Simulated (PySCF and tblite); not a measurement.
Values are calculated unless marked as measured or tabulated.
4 regioisomers of C₆H₁₁NSi:

```
isomer                                                     SMILES
     A  [N:1]#[C:2][C@@H:3]1[CH2:4][CH2:5][CH2:6][SiH2:7][CH2:8]1
     B    [N:1]#[C:2][SiH:3]1[CH2:4][CH2:5][CH2:6][CH2:7][CH2:8]1
     C    [N:1]#[C:2][CH:3]1[CH2:4][CH2:5][SiH2:6][CH2:7][CH2:8]1
     D  [N:1]#[C:2][C@@H:3]1[CH2:4][CH2:5][CH2:6][CH2:7][SiH2:8]1
```

Protocol: conformer search, at most 3 conformers an isomer, GFN2-xTB geometries, energies B3LYP/def2-SVP (IEF-PCM, water) (D3(BJ) added where defined), GIAO shieldings WP04/pcSseg-1 (IEF-PCM, water), weights at 298.15 K with GFN2-xTB thermal terms. Programs: PySCF with density fitting and tblite.

(1) What shifts does each isomer give (ppm; of two unlike H on one atom, a is the less shielded)?

Unscaled ²⁹Si shifts at such levels can be off by tens of ppm; differences between conformers or isomers are more reliable. Shifts are unscaled: against experiment ¹³C can be off by 15 ppm or more and ¹H by 0.8 ppm.

Results:

(1) 
A: ¹H (against TMS): 2.85 (H3, 1H), 2.02 (H5a, 1H), 1.89 (H4a, 1H), 1.64 (H4b, 1H), 1.63 (H5b, 1H), 1.27 (H8a, 1H), 1.13 (H8b, 1H), 0.87 (H6a, 1H), 0.84 (H6b, 1H). ¹³C (against TMS): 130.2 (C2), 37.5 (C4), 30.8 (C3), 29.9 (C5), 17.1 (C8), 12.7 (C6). ²⁹Si (against TMS): -45.5 (Si7).

B: ¹H (against TMS): 1.88 (H5a/H7a, 2H), 1.61 (H5b/H7b, 2H), 1.60 (H6a, 1H), 1.28 (H6b, 1H), 1.16 (H4a/H8a, 2H), 1.04 (H4b/H8b, 2H). ¹³C (against TMS): 130.0 (C2), 33.9 (C6), 30.7 (C5/C7), 15.7 (C4/C8). ²⁹Si (against TMS): -44.1 (Si3).

C: ¹H (against TMS): 2.88 (H3, 1H), 2.10 (H4a/H8a, 2H), 2.00 (H4b/H8b, 2H), 1.09 (H5a/H7a, 2H), 0.91 (H5b/H7b, 2H). ¹³C (against TMS): 129.1 (C2), 34.3 (C4/C8), 33.4 (C3), 11.2 (C5/C7). ²⁹Si (against TMS): -45.5 (Si6).

D: ¹H (against TMS): 2.24 (H3, 1H), 2.02 (H4a, 1H), 1.95 (H4b, 1H), 1.71 (H6a, 1H), 1.70 (H6b, 1H), 1.70 (H5a, 1H), 1.46 (H5b, 1H), 1.02 (H7a, 1H), 0.93 (H7b, 1H). ¹³C (against TMS): 129.8 (C2), 34.1 (C4), 32.4 (C5), 30.8 (C6), 13.4 (C3), 12.9 (C7). ²⁹Si (against TMS): -37.5 (Si8). H not on carbon is left out.
